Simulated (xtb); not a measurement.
xtb input (GFN2-xTB):

```bash
xtb mol.xyz --gfn 2 --sp --chrg -1 --uhf 0
```
mol.xyz:
```
3

B     -0.00000000    -0.00000000    -0.83561304
N      0.00000000     0.00000000     0.39812868
H      0.00000000     0.00000000     1.39116444
```

Output:

```
           -------------------------------------------------
          |                Calculation Setup                |
           -------------------------------------------------

           -------------------------------------------------
          |                 G F N 2 - x T B                 |
           -------------------------------------------------

        Reference                      10.1021/acs.jctc.8b01176
      * Hamiltonian:
        H0-scaling (s, p, d)           1.850000    2.230000    2.230000
        zeta-weighting                 0.500000
      * Dispersion:
        s8                             2.700000
        a1                             0.520000
        a2                             5.000000
        s9                             5.000000
      * Repulsion:
        kExp                           1.500000    1.000000
        rExp                           1.000000
      * Coulomb:
        alpha                          2.000000
        third order                    shell-resolved
        anisotropic                    true
        a3                             3.000000
        a5                             4.000000
        cn-shift                       1.200000
        cn-exp                         4.000000
        max-rad                        5.000000

          ...................................................
          :                      SETUP                      :
          :.................................................:
          :  # basis functions                   9          :
          :  # atomic orbitals                   9          :
          :  # shells                            5          :
          :  # electrons                        10          :
          :  max. iterations                   250          :
          :  Hamiltonian                  GFN2-xTB          :
          :  restarted?                      false          :
          :  GBSA solvation                  false          :
          :  PC potential                    false          :
          :  electronic temp.          300.0000000     K    :
          :  accuracy                    1.0000000          :
          :  -> integral cutoff          0.2500000E+02      :
          :  -> integral neglect         0.1000000E-07      :
          :  -> SCF convergence          0.1000000E-05 Eh   :
          :  -> wf. convergence          0.1000000E-03 e    :
          :  Broyden damping             0.4000000          :
          :  net charge                         -1          :
          :  unpaired electrons                  0          :
          ...................................................

 iter      E             dE          RMSdq      gap      omega  full diag
   1     -4.7548660 -0.475487E+01  0.127E+01    4.85       0.0  T
   2     -4.7609728 -0.610678E-02  0.820E+00    4.77       1.0  T
   3     -4.7514982  0.947459E-02  0.204E+00    4.66       1.0  T
   4     -4.7625631 -0.110650E-01  0.113E-01    4.81       1.0  T
   5     -4.7625789 -0.157442E-04  0.774E-02    4.80       1.0  T
   6     -4.7625859 -0.701476E-05  0.161E-02    4.81       3.6  T
   7     -4.7625848  0.104481E-05  0.245E-02    4.81       2.4  T
   8     -4.7625864 -0.157092E-05  0.159E-03    4.81      36.3  T
   9     -4.7625864 -0.540504E-08  0.860E-05    4.81     671.1  T
  10     -4.7625864 -0.776090E-11  0.617E-05    4.81     936.3  T

   *** convergence criteria satisfied after 10 iterations ***

         #    Occupation            Energy/Eh            Energy/eV
      -------------------------------------------------------------
         1        2.0000           -0.2285012              -6.2178
         2        2.0000           -0.1172695              -3.1911
         3        2.0000           -0.0134405              -0.3657
         4        2.0000           -0.0134405              -0.3657
         5        2.0000            0.1040157               2.8304 (HOMO)
         6                          0.2807024               7.6383 (LUMO)
         7                          0.2807024               7.6383
         8                          0.4651088              12.6563
         9                          1.3654965              37.1571
      -------------------------------------------------------------
                  HL-Gap            0.1766867 Eh            4.8079 eV
             Fermi-level            0.1923591 Eh            5.2344 eV

 SCC (total)                   0 d,  0 h,  0 min,  0.003 sec
 SCC setup                      ...        0 min,  0.000 sec (  5.760%)
 Dispersion                     ...        0 min,  0.000 sec (  1.496%)
 classical contributions        ...        0 min,  0.000 sec (  1.073%)
 integral evaluation            ...        0 min,  0.000 sec ( 10.941%)
 iterations                     ...        0 min,  0.002 sec ( 58.109%)
 molecular gradient             ...        0 min,  0.000 sec ( 14.719%)
 printout                       ...        0 min,  0.000 sec (  7.401%)

         :::::::::::::::::::::::::::::::::::::::::::::::::::::
         ::                     SUMMARY                     ::
         :::::::::::::::::::::::::::::::::::::::::::::::::::::
         :: total energy              -4.668828102319 Eh    ::
         :: gradient norm              0.122322226343 Eh/a0 ::
         :: HOMO-LUMO gap              4.807890782577 eV    ::
         ::.................................................::
         :: SCC energy                -4.762586417415 Eh    ::
         :: -> isotropic ES            0.241028134229 Eh    ::
         :: -> anisotropic ES         -0.006517533295 Eh    ::
         :: -> anisotropic XC          0.003132803254 Eh    ::
         :: -> dispersion             -0.001006817617 Eh    ::
         :: repulsion energy           0.093758315097 Eh    ::
         :: add. restraining           0.000000000000 Eh    ::
         :: total charge              -1.000000000000 e     ::
         :::::::::::::::::::::::::::::::::::::::::::::::::::::

           -------------------------------------------------
          |                Property Printout                |
           -------------------------------------------------

    * Orbital Energies and Occupations

         #    Occupation            Energy/Eh            Energy/eV
      -------------------------------------------------------------
         1        2.0000           -0.2285012              -6.2178
         2        2.0000           -0.1172695              -3.1911
         3        2.0000           -0.0134405              -0.3657
         4        2.0000           -0.0134405              -0.3657
         5        2.0000            0.1040157               2.8304 (HOMO)
         6                          0.2807024               7.6383 (LUMO)
         7                          0.2807024               7.6383
         8                          0.4651088              12.6563
         9                          1.3654965              37.1571
      -------------------------------------------------------------
                  HL-Gap            0.1766867 Eh            4.8079 eV
             Fermi-level            0.1923591 Eh            5.2344 eV

     #   Z          covCN         q      C6AA      α(0)
     1   5 B        0.841    -0.252    83.458    19.220
     2   7 N        1.702    -0.648    39.318     9.270
     3   1 H        0.861    -0.101     5.620     3.713

 Mol. C6AA /au·bohr⁶  :        307.874685
 Mol. C8AA /au·bohr⁸  :       8865.931942
 Mol. α(0) /au        :         32.203485

Wiberg/Mayer (AO) data.
largest (>0.10) Wiberg bond orders for each atom

 ---------------------------------------------------------------------------
     #   Z sym  total        # sym  WBO       # sym  WBO       # sym  WBO
Note: The following floating-point exceptions are signalling: IEEE_DENORMAL
normal termination of xtb
 ---------------------------------------------------------------------------
     1   5 B    2.051 --     2 N    2.007
     2   7 N    2.953 --     1 B    2.007     3 H    0.946
     3   1 H    0.990 --     2 N    0.946
 ---------------------------------------------------------------------------

Topologies differ in total number of bonds
Writing topology from bond orders to xtbtopo.mol

molecular dipole:
                 x           y           z       tot (Debye)
 q only:        0.000       0.000      -0.355
   full:       -0.000       0.000       0.909       2.310
molecular quadrupole (traceless):
                xx          xy          yy          xz          yz          zz
 q only:        0.845       0.000       0.845       0.000       0.000      -1.689
  q+dip:        1.438       0.000       1.438      -0.000      -0.000      -2.876
   full:        2.218       0.000       2.218      -0.000      -0.000      -4.435

           -------------------------------------------------
          | TOTAL ENERGY               -4.668828102319 Eh   |
          | GRADIENT NORM               0.122322226343 Eh/α |
          | HOMO-LUMO GAP               4.807890782577 eV   |
           -------------------------------------------------

------------------------------------------------------------------------
------------------------------------------------------------------------
 total:
 SCF:
```

This state (charge -1, singlet) is run at the relaxed geometry of the species with charge 0 and multiplicity 2.
